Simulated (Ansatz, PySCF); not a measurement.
BeF2, SMILES [F][Be][F].

Coordinates come from a r2SCAN-D4/def2-TZVP optimisation. The isomer is the one that the SMILES or the coordinates give; other isomers of the formula were not compared.

Vertical ionisation energy (IE) and electron affinity (EA) in eV. Rows of orbital energies are one-electron estimates. Where ΔSCF, EOM or ADC give a negative EA the extra electron is unbound and the value depends on the basis.

```
level                                                                         IE     EA
-------------------------------------------------------------------------  -----  -----
−ε(HOMO), −ε(LUMO), HF/def2-TZVPD (PySCF)                                  17.18  -0.93
−ε(HOMO), −ε(LUMO), M06-2X/def2-TZVPD (PySCF)                              13.95   0.61
−ε(HOMO), −ε(LUMO), PBE/def2-TZVPD (PySCF)                                  9.77   1.45
ΔSCF, CAM-B3LYP/def2-TZVPD (Ansatz), final states of multiplicity 2 and 2  15.17  -0.45
ΔSCF, PBE/def2-TZVPD (Ansatz), final states of multiplicity 2 and 2        14.27  -0.35
```

What vertical singlet–triplet gap does ΔSCF give with CAM-B3LYP/def2-TZVPD (Ansatz, a program for electronic structure) and with PBE/def2-TZVPD (Ansatz)? (Estimate from the structure and the level; the computed values follow.)

9.59 and 8.60 eV (triplet above singlet where positive).
